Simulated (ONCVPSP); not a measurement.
# What one change does to a pseudopotential (Nb (Z = 41), ONCV)

* Element: Nb (Z = 41)
* Generator: ONCVPSP 4.0.1
* Type: optimised norm-conserving Vanderbilt (ONCV)
* Functional: PBE
* Relativity: scalar-relativistic
* Frozen core: [Ar] 3d10
* Valence charge: 13
* Reference configuration: 4s2 4p6 4d4 5s1
* Partial waves: 4s+5s: rc 1.95 bohr, ncon 3, nbas 7, qcut 5.4 1/bohr, 2 projectors; 4p: rc 1.70 bohr, ncon 4, nbas 7, qcut 8.9 1/bohr, 1 projector; 4d: rc 2.60 bohr, ncon 4, nbas 8, qcut 6.9 1/bohr, 1 projector
* Local potential: polynomial inside 1.30 bohr (lpopt 5, dvloc0 4 Ha)
* Core correction: polynomial model core, fcfact 0.15

All-electron outer shells of the reference configuration (PBE, scalar-relativistic, ld1.x):

```csv
shell,level (eV),outermost node (bohr),outermost maximum (bohr)
3d,-196.29,–,0.33
4s,-58.39,0.53,1.04
4p,-34.52,0.54,1.12
5s,-3.98,1.41,3.08
4d,-3.04,0.55,1.49
```

Change: p: qcut 6.4.

Cutoffs: the cutoffs (Ha) at which the residual kinetic energy of the hardest occupied pseudo-wave falls to 1 and 0.1 mHa per electron; they do not see the model core or the augmentation charge, which bear on the density cutoff. Errors are all-electron minus pseudo energies relative to the spin-unpolarised reference configuration.

Task: How do hardness, ghosts and transferability respond?

Result: The potential gets softer (22 Ha and 28 Ha → 14 Ha and 19 Ha); the errors of the 3 common tests hardly move; neither file shows a bound ghost. The waves are optimised to have the least kinetic energy above qcut, so the cutoff follows it (qcut²/2 in Ha).

| quantity | base | changed |
| --- | --- | --- |
| cutoff, loose | 22 Ha | 14 Ha |
| cutoff, tight | 28 Ha | 19 Ha |
| loose cutoff by channel | s 9.2 Ha, p 22 Ha, d 14 Ha | s 9.2 Ha, p 10 Ha, d 14 Ha |
| bound ghosts | none | none |
| GHOST(+) flags under 300 eV | none | none |
| tests with a reliable result | 3 of 4 | 3 of 4 |
| error for 4s2 4p6 4d4 5s0, meV [ΔE 6.64 eV] | -2.4 | -2.4 |
| error for 4s2 4p6 4d3 5s0, meV [ΔE 20.68 eV] | -2.9 | -2.7 |
| error for 4s2 4p6 4d3 5s1, meV [ΔE 7.02 eV] | +1.5 | +1.4 |
| s: phases at 1.98 bohr within 0.05 rad from the reference energy up to (Ha; the scan ends near 5) | 4.3 | 4.3 |
| p: phases at 1.73 bohr within 0.05 rad from the reference energy up to (Ha; the scan ends near 5) | 1.9 | 1.5 |
| d: phases at 2.65 bohr within 0.05 rad from the reference energy up to (Ha; the scan ends near 5) | 1.0 | 1.0 |
| rms error of d²Exc/dni dnj with the model core, mHa | 1.67 | 1.60 |
